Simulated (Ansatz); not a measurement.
Reaction (formal exchange of groups at the Si–Se bond): `CO[Si](C)(F)[SeH]` + GeH₄ → `CO[Si](C)(F)[GeH3]` + H₂Se

Program: Ansatz. Geometries: PBE0-D4/def2-TZVP. ΔE: electronic, gas phase. CCSD(T)/CBS adds triple-zeta CCSD(T) − MP2 to the extrapolated MP2 energy (def2 sets, frozen cores). For Ge, Se outer-core shells are correlated without core-valence functions, which leaves a few kJ/mol of doubt a bond. Scalar relativity is left out up to krypton. One conformer a species, not always the lowest.

```tsv
level	ΔE (kJ/mol)
SCS-MP2/def2-TZVPP	60.6
CCSD(T)/def2-TZVPP	55.1
HF/def2-QZVPP	64.3
MP2/CBS(def2)	65.4
```

(1) What does CCSD(T)/CBS give? (An estimate is asked.)

Largest T1 diagnostic among the species: 0.012.

Answers

(1) Ansatz gave: +57.7 kJ/mol. The listed levels differ from it by 2.9, -2.6, 6.6, 7.7 kJ/mol.

From PBE to PBE0 (25 % exact exchange), in def2-TZVPP and without D4, ΔE moves by +4.9 kJ/mol.
